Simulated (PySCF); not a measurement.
## Radial density of Ga (gallium, neutral)

revPBE, [Ar] 3d10 4s1 4p1 4d1, one real determinant (an excited configuration). Calculation: PySCF 2.14, in aug-cc-pVTZ-DK (7s6p4d2f, 59 functions); the spin-free X2C one-electron Hamiltonian (Gaussian nucleus).

| r (bohr) | 4πr²ρ (e/bohr) | 4πr²(ρα − ρβ) |
| --- | --- | --- |
| 0.000842 | 0.2933 | 0.0001 |
| 0.00142 | 0.7278 | 0.0003 |
| 0.00238 | 1.767 | 0.0008 |
| 0.00401 | 4.142 | 0.0018 |
| 0.00674 | 9.161 | 0.0039 |
| 0.0113 | 18.27 | 0.0077 |
| 0.0191 | 30.50 | 0.0121 |
| 0.0321 | 38.00 | 0.0124 |
| 0.0539 | 33.00 | 0.0079 |
| 0.0907 | 32.64 | 0.0258 |
| 0.153 | 43.93 | 0.0424 |
| 0.257 | 27.24 | -0.0279 |
| 0.432 | 23.80 | 0.0692 |
| 0.726 | 21.69 | -0.0198 |
| 1.22 | 5.595 | 0.3576 |
| 2.05 | 1.417 | 0.9749 |
| 3.46 | 0.4732 | 0.4618 |
| 5.81 | 0.2302 | 0.2302 |
| 9.78 | 0.03491 | 0.0349 |

Densities and radii are taken from the X2C orbitals without a picture-change correction, which distorts them close to the nucleus.

⟨L²⟩ = 8.00 against 12 for a pure F term, so this real determinant mixes terms. The outer electron is Rydberg-like, and this basis confines it to a smaller radius and binds it less than a complete one would.

(1) Where is the radial spin density 4πr²(ρα − ρβ) most negative, and why is it negative at all?

Results:

(1) Around r = 0.257 bohr, down to -0.0279 e/bohr: exchange with the open shell polarises the paired shells in an unrestricted calculation.
